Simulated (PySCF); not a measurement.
**Excitation energy of Pt by level of theory**

Pt [Xe] 4f14 5d9 6s1 (3D) → Pt [Xe] 4f14 5d8 6s2 (3F), as a difference of total energies. All numbers are calculated (PySCF 2.14, a scalar-relativistic core potential, in def2-QZVPPD with the def2 core potential (60 electrons) (7s5p4d4f2g, 88 functions)). Correlated levels: valence: 5s2 5p6 frozen. The calculations carry no spin-orbit coupling.

Task: Order these methods by the excitation energy they give, lowest first.
A. UHF
B. CCSD (valence)
C. MP2 (valence)
D. SCS-MP2 (valence)

Result: A (0.338 eV), B (0.493 eV), D (0.545 eV), C (0.676 eV).

Errors of the correlated levels include the incompleteness of this basis and the frozen core.

For comparison: 0.397 eV (measured; NIST levels, between the centres of gravity of the two terms).
